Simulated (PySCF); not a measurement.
Basis-set dependence of population analyses: `[SiH3]/C=C(\[SiH3])Cl`

Compound: C2H7ClSi2.
Structure used (PBE0-D3(BJ)/def2-SVP), in Å, numbered top down from 1:
```xyz
12
C2H7ClSi2 angstrom
Si     1.0769    1.1734    0.5361
C     -0.0827    2.6519    0.4261
C     -1.4225    2.5986    0.4278
Si    -2.5338    1.0785    0.5387
Cl    -2.3608    4.0760    0.3111
H      0.8849    0.2433   -0.6178
H      0.8699    0.4085    1.8028
H      2.4746    1.6961    0.5086
H      0.3809    3.6451    0.3508
H     -3.3730    0.9981   -0.6912
H     -3.4126    1.2036    1.7364
H     -1.6807   -0.1413    0.6550
```

PBE0 throughout (PySCF), one geometry, spherical d and f functions. Isolated species at its PBE0-D3(BJ)/def2-SVP geometry, gas phase. Atoms taken as equivalent share a column and are averaged. The first 7 of 8 kinds of atom are listed.

Mulliken charges (e):

| basis | functions | Si1 | C2 | C3 | Si4 | Cl5 | H6/H7/H8 | H9 |
| --- | --- | --- | --- | --- | --- | --- | --- | --- |
| STO-3G | 44 | +0.544 | -0.251 | -0.148 | +0.556 | -0.147 | -0.110 | +0.088 |
| 6-31G | 71 | +0.541 | -0.394 | -0.508 | +0.613 | +0.085 | -0.093 | +0.204 |
| pcSseg-0 | 71 | +0.542 | -0.622 | -0.636 | +0.618 | +0.038 | -0.033 | +0.265 |
| 6-31G* | 96 | +0.336 | -0.337 | -0.275 | +0.400 | -0.006 | -0.057 | +0.210 |
| cc-pVDZ | 117 | +0.225 | -0.083 | -0.254 | +0.314 | -0.061 | -0.034 | +0.053 |
| def2-SVP | 117 | +0.352 | -0.216 | -0.224 | +0.440 | -0.097 | -0.056 | +0.073 |
| pcSseg-1 | 141 | +0.484 | -0.313 | -0.417 | +0.595 | -0.079 | -0.068 | +0.145 |
| aug-cc-pVDZ | 190 | -0.775 | +0.525 | -0.221 | -0.618 | -0.234 | +0.303 | -0.359 |
| 6-311+G(2d,p) | 201 | +0.340 | -0.670 | +0.174 | +0.292 | +0.006 | -0.050 | +0.144 |
| def2-TZVP | 215 | +0.147 | -0.292 | +0.006 | +0.155 | -0.111 | -0.011 | +0.141 |
| cc-pVTZ | 260 | +0.168 | -0.229 | -0.070 | +0.208 | -0.111 | -0.018 | +0.130 |
| IGLO-III | 272 | +0.691 | -0.305 | -0.248 | +0.691 | +0.018 | -0.158 | +0.068 |

IAO charges (e):

```
        basis  functions     Si1      C2      C3     Si4     Cl5  H6/H7/H8      H9
       STO-3G         44  +0.629  -0.386  -0.280  +0.631  -0.052    -0.115  +0.140
        6-31G         71  +0.440  -0.386  -0.224  +0.451  -0.049    -0.069  +0.173
     pcSseg-0         71  +0.426  -0.390  -0.243  +0.440  -0.035    -0.063  +0.172
       6-31G*         96  +0.570  -0.414  -0.242  +0.580  -0.045    -0.105  +0.168
      cc-pVDZ        117  +0.563  -0.419  -0.235  +0.571  -0.044    -0.103  +0.168
     def2-SVP        117  +0.580  -0.419  -0.239  +0.588  -0.034    -0.109  +0.165
     pcSseg-1        141  +0.584  -0.425  -0.248  +0.593  -0.042    -0.107  +0.168
  aug-cc-pVDZ        190  +0.565  -0.424  -0.234  +0.573  -0.049    -0.102  +0.171
6-311+G(2d,p)        201  +0.597  -0.431  -0.247  +0.605  -0.043    -0.111  +0.172
    def2-TZVP        215  +0.605  -0.434  -0.249  +0.614  -0.040    -0.113  +0.171
      cc-pVTZ        260  +0.590  -0.431  -0.244  +0.599  -0.043    -0.109  +0.172
     IGLO-III        272  +0.603  -0.435  -0.249  +0.612  -0.037    -0.113  +0.172
```

Hirshfeld charges (e):

```csv
basis,functions,Si1,C2,C3,Si4,Cl5,H6/H7/H8,H9
STO-3G,44,+0.360,-0.120,-0.018,+0.368,-0.172,-0.077,+0.027
6-31G,71,+0.289,-0.136,-0.062,+0.280,-0.052,-0.066,+0.056
pcSseg-0,71,+0.308,-0.143,-0.067,+0.296,-0.039,-0.068,+0.042
6-31G*,96,+0.289,-0.130,-0.052,+0.286,-0.054,-0.069,+0.057
cc-pVDZ,117,+0.304,-0.138,-0.059,+0.298,-0.036,-0.073,+0.049
def2-SVP,117,+0.309,-0.144,-0.060,+0.302,-0.023,-0.075,+0.046
pcSseg-1,141,+0.311,-0.144,-0.064,+0.302,-0.034,-0.073,+0.047
aug-cc-pVDZ,190,+0.309,-0.154,-0.076,+0.301,-0.024,-0.071,+0.051
"6-311+G(2d,p)",201,+0.312,-0.152,-0.080,+0.306,-0.025,-0.072,+0.051
def2-TZVP,215,+0.305,-0.148,-0.071,+0.300,-0.027,-0.072,+0.051
cc-pVTZ,260,+0.304,-0.145,-0.067,+0.299,-0.031,-0.072,+0.051
IGLO-III,272,+0.302,-0.154,-0.075,+0.297,-0.013,-0.070,+0.047
```

Some averages cover members that differ in this geometry, most widely: H6/H7/H8, Mulliken in aug-cc-pVDZ +0.202 to +0.354 e.

Problem. Which scheme is steadiest as the basis changes?

Solution. Largest range over the bases for any column: Hirshfeld 0.16 e, IAO 0.20 e, Mulliken 1.47 e. Hirshfeld charges move least and Mulliken charges most, counted in e. Without the minimal STO-3G basis the ranges are Hirshfeld 0.04, IAO 0.18, Mulliken 1.47 e.

Problem. How much do the charges still move between the two largest bases, cc-pVTZ and IGLO-III?

Solution. At most, over all atoms: Mulliken 0.523 e, IAO 0.014 e, Hirshfeld 0.017 e.

Problem. What do the same runs give for the total energy, the frontier levels and the dipole moment?

Solution. 
```csv
basis,energy (Eh),HOMO (eV),LUMO (eV),μ (D)
STO-3G,-1106.4604,-5.38,2.74,2.25
6-31G,-1118.9119,-7.55,-0.95,1.33
pcSseg-0,-1117.6674,-7.78,-1.26,1.49
6-31G*,-1119.0127,-7.55,-1.12,0.99
cc-pVDZ,-1119.0756,-7.59,-1.21,0.91
def2-SVP,-1118.6883,-7.60,-1.26,0.79
pcSseg-1,-1119.0229,-7.72,-1.40,1.05
aug-cc-pVDZ,-1119.0842,-7.68,-1.40,0.99
"6-311+G(2d,p)",-1119.1260,-7.70,-1.46,0.94
def2-TZVP,-1119.1352,-7.69,-1.42,0.84
cc-pVTZ,-1119.1437,-7.68,-1.38,0.88
IGLO-III,-1119.1332,-7.64,-1.39,0.72
```

The dipole is fixed by the density alone, so its range of 1.53 D shows that the density itself changes with the basis, not only its division among atoms.
